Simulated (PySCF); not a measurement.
Members of one series of related molecules.

All values: PBE0/pcSseg-1 (PySCF) at GFN2-xTB geometries, gas phase, one conformer each.

Question: Rank by the highest IAO charge on any atom, lowest value first.
A. `CC(=O)CP(C[SiH3])C(C)=O`
B. `CC(=O)CP(P)C[SiH3]`
C. `C1CC1P(CC(C)=O)C=C`

Answer: C (+0.518 e), B (+0.575 e), A (+0.596 e).

Question: Rank by dipole moment, highest first.
A. `[CH3:1][C:2](=[O:3])[CH2:4][P:5]([PH2:6])[CH2:7][SiH3:8]` with C1–C2–C4–P5 -111°, C2–C4–P5–P6 -53°, C4–P5–P6–H 98° and -171°, C4–P5–C7–Si8 70°
B. `[CH3:1][C:2](=[O:3])[CH2:4][P:5]([CH2:6][SiH3:7])[C:8]([CH3:9])=[O:10]` with C1–C2–C4–P5 172°, C2–C4–P5–C6 167°, C4–P5–C6–Si7 -169°, C4–P5–C8–C9 -144°
C. `[CH3:1][C:2](=[O:3])[CH2:4][P:5]([SiH3:6])[CH2:7][SiH3:8]` with C1–C2–C4–P5 118°, C2–C4–P5–Si6 59°, C4–P5–C7–Si8 174°
D. `[CH:1]#[C:2][CH2:3][P:4]([CH2:5][SiH3:6])[CH2:7][C:8]([CH3:9])=[O:10]` with C2–C3–P4–C5 -171°, C3–P4–C5–Si6 166°, C3–P4–C7–C8 -46°, P4–C7–C8–C9 109°

Answer: C (3.29 D), A (3.04 D), B (2.28 D), D (1.72 D).

All values together:

```
                 SMILES     formula  μ (D)  HOMO (eV)  LUMO (eV)  lowest IAO charge (e)  highest IAO charge (e)  lowest Hirshfeld charge (e)  highest Hirshfeld charge (e)
     CC(=O)CP(P)C[SiH3]  C4H12OP2Si   3.04      -6.19      -0.92             -0.725 (C)             +0.575 (Si)                   -0.205 (O)                   +0.296 (Si)
CC(=O)CP(C[SiH3])C(C)=O  C6H13O2PSi   2.28      -6.53      -0.87             -0.724 (C)             +0.596 (Si)                   -0.215 (O)                   +0.304 (Si)
     C=CP(CC(C)=O)C1CC1     C8H13OP   3.02      -6.75      -0.68             -0.487 (C)              +0.518 (P)                   -0.238 (O)                    +0.180 (P)
  C#CCP(C[SiH3])CC(C)=O   C7H13OPSi   1.72      -6.75      -0.70             -0.731 (C)             +0.599 (Si)                   -0.221 (O)                   +0.307 (Si)
CC(=O)CP([SiH3])C[SiH3]  C4H13OPSi2   3.29      -6.75      -1.04             -0.712 (C)             +0.606 (Si)                   -0.200 (C)                   +0.308 (Si)
```

Conformers: `[CH3:1][C:2](=[O:3])[CH2:4][P:5]([PH2:6])[CH2:7][SiH3:8]` with C1–C2–C4–P5 -111°, C2–C4–P5–P6 -53°, C4–P5–P6–H 98° and -171°, C4–P5–C7–Si8 70°; `[CH3:1][C:2](=[O:3])[CH2:4][P:5]([CH2:6][SiH3:7])[C:8]([CH3:9])=[O:10]` with C1–C2–C4–P5 172°, C2–C4–P5–C6 167°, C4–P5–C6–Si7 -169°, C4–P5–C8–C9 -144°; `[CH2:1]=[CH:2][P:3]([CH2:4][C:5]([CH3:6])=[O:7])[CH:8]1[CH2:9][CH2:10]1` with C1–C2–P3–C4 -138°, C2–P3–C4–C5 -72°, P3–C4–C5–C6 -77°, C2–P3–C8–C9 104°; `[CH:1]#[C:2][CH2:3][P:4]([CH2:5][SiH3:6])[CH2:7][C:8]([CH3:9])=[O:10]` with C2–C3–P4–C5 -171°, C3–P4–C5–Si6 166°, C3–P4–C7–C8 -46°, P4–C7–C8–C9 109°; `[CH3:1][C:2](=[O:3])[CH2:4][P:5]([SiH3:6])[CH2:7][SiH3:8]` with C1–C2–C4–P5 118°, C2–C4–P5–Si6 59°, C4–P5–C7–Si8 174°.
